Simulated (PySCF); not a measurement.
# Electron correlation in Pt⁺ (platinum, charge +1)

[Xe] 4f14 5d8 6s1, high-spin 4F determinant (an excited configuration). Calculation: PySCF 2.14, in aug-cc-pVTZ-PP with ECP60MDF (6s6p5d3f2g, 88 functions); scalar relativity through the core potential. Frozen: 5s2 5p6; 9 electrons correlated.

| level | correlation energy (mhartree) |
| --- | --- |
| CCSD | -242.56 |
| (T) | -9.02 |
| CCSD(T) | -251.58 |

Diagnostics: T1 = 0.0080, D1 = 0.0286, largest double amplitude 0.014.

Spin-orbit coupling, absent here, splits the open shell strongly.

Cost of the coupled-cluster step: about 29 core-seconds, for 9 correlated electrons.

Iterations:

```
CC2 = 0
CCSD nocc = (np.int64(6), np.int64(3)), nmo = (84, 84)
frozen orbitals [[0, 1, 2, 3], [0, 1, 2, 3]]
max_cycle = 100
direct = 0
conv_tol = 1e-08
conv_tol_normt = 1e-06
diis_space = 8
diis_start_cycle = 0
Init t2, MP2 energy = -0.249825911252615
Init E_corr(UCCSD) = -0.249825911252685
cycle = 1  E_corr(UCCSD) = -0.239807696379467  dE = 0.0100182149  norm(t1,t2) = 0.0338551
cycle = 2  E_corr(UCCSD) = -0.242150594243504  dE = -0.00234289786  norm(t1,t2) = 0.00925101
cycle = 3  E_corr(UCCSD) = -0.242452292209497  dE = -0.000301697966  norm(t1,t2) = 0.00379292
cycle = 4  E_corr(UCCSD) = -0.242562529691603  dE = -0.000110237482  norm(t1,t2) = 0.000721449
cycle = 5  E_corr(UCCSD) = -0.242557574917691  dE = 4.95477391e-06  norm(t1,t2) = 0.000261816
cycle = 6  E_corr(UCCSD) = -0.242554403522644  dE = 3.17139505e-06  norm(t1,t2) = 6.30882e-05
cycle = 7  E_corr(UCCSD) = -0.242556494500899  dE = -2.09097825e-06  norm(t1,t2) = 1.786e-05
cycle = 8  E_corr(UCCSD) = -0.242556377696279  dE = 1.1680462e-07  norm(t1,t2) = 3.16865e-06
cycle = 9  E_corr(UCCSD) = -0.242556318007094  dE = 5.96891847e-08  norm(t1,t2) = 8.35749e-07
cycle = 10  E_corr(UCCSD) = -0.242556319933493  dE = -1.92639907e-09  norm(t1,t2) = 2.09357e-07
UCCSD converged
E(UCCSD) = -118.4704470116554  E_corr = -0.2425563199334932
UCCSD(T) correction = -0.00901965051592652
```
